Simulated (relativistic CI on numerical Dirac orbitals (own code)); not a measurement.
# Radial parameters of Tc⁴⁺

Method of calculation: Dirac-Coulomb-Breit CI, separate exchange-only KLI orbitals for each configuration, model QED, valence Slater integrals scaled by 0.85, P86 correlation energy added to each configuration (own radial code, finite nucleus).

Slater integrals F^k, G^k are unscaled and averaged over j, outside the closed core [Ar] 3d10 4s2; ζ comes from projecting the Hamiltonian with its Breit term on Σ l·s of the shell.

- 4p⁶4d³: F^2(4d,4d) = 70292, F^4(4d,4d) = 46465, ζ(4d) = 1054.1 cm⁻¹; <r>(4d) = 1.443, <r^2>(4d) = 2.418 (bohr units).
- 4p⁶4d²5s: F^2(4d,4d) = 71708, F^4(4d,4d) = 47470, ζ(4d) = 1138.1, G^2(4d,5s) = 17155 cm⁻¹; <r>(4d) = 1.415, <r^2>(4d) = 2.325, <r>(5s) = 2.421, <r^2>(5s) = 6.542 (bohr units).
- 4p⁶4d²4f: F^2(4d,4d) = 71854, F^4(4d,4d) = 47578, ζ(4d) = 1152.1, F^2(4d,4f) = 33057, F^4(4d,4f) = 19033, G^1(4d,4f) = 34794, G^3(4d,4f) = 20607, G^5(4d,4f) = 14258, ζ(4f) = -34.879 cm⁻¹; <r>(4d) = 1.412, <r^2>(4d) = 2.317, <r>(4f) = 2.869, <r^2>(4f) = 9.651 (bohr units).

Question: Give the Racah parameters of the d shell in 4p⁶4d³.

Answer: B = F²/49 − 5F⁴/441 = 908 cm⁻¹ and C = 35F⁴/441 = 3688 cm⁻¹; values fitted to spectra at such low charge are typically 15 to 30 % smaller.

In this model ζ of a weakly bound d, f or g electron outside closed shells comes out too small, for d by up to a factor of two or three and at times with the wrong sign; that of an outer p electron is too small as well.

Averages of the first 10 configurations, taken without configuration mixing, which lowers the lowest level and can move excited configurations by several eV; other configurations of the list can lie among them:

| Configuration | Parity | States | Average energy above the lowest level (eV) |
| --- | --- | --- | --- |
| 4p⁶4d³ | even | 120 | 2.3 |
| 4p⁶4d²5s | even | 90 | 15.1 |
| 4p⁶4d²4f | odd | 630 | 35.2 |
| 4p⁶4d²5p | odd | 270 | 22.6 |
| 4p⁵4d⁴ | odd | 1260 | 46.3 |
| 4p⁶4d²5d | even | 450 | 33.3 |
| 4p⁶4d²6s | even | 90 | 35.5 |
| 4p⁶4d5s5p | odd | 120 | 37.3 |
| 4p⁶4d²6p | odd | 270 | 38.6 |
| 4p⁶4d²6d | even | 450 | 43.3 |
